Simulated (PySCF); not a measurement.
**How methods differ on the ionisation energy of Rb(34+)**

Rb(34+) [He] 2s1 [2s1/2^1, M_J = 1/2] → Rb(35+) 1s2, as a difference of total energies. All numbers are calculated (PySCF 2.14, the two-component X2C-1e Hamiltonian, in an even-tempered Gaussian basis (17 s from 14 bohr⁻², ratio 2.4; 11 p from 18 bohr⁻², ratio 2.4; 5 d from 56 bohr⁻², ratio 2.6; 4 f from 84 bohr⁻², ratio 2.6)). Correlated levels: nothing frozen; the 28 highest virtual spinors dropped. "Screened" scales the spin-orbit matrix elements by Boettger's factors to mimic the two-electron term; Breit and QED terms are absent.

| method | ionisation energy (eV) | difference from reference (eV) |
| --- | --- | --- |
| GHF (screened spin-orbit) | 4359.1 | +2.2 |
| GMP2 (screened spin-orbit) | 4359.2 | +2.3 |

Reference: 4356.9 eV (theoretical estimate listed by NIST; NIST Atomic Spectra Database, ionization energies).

For this ion Breit and QED terms and the two-electron picture change, all absent here, outweigh the correlation shift from GHF to GMP2.
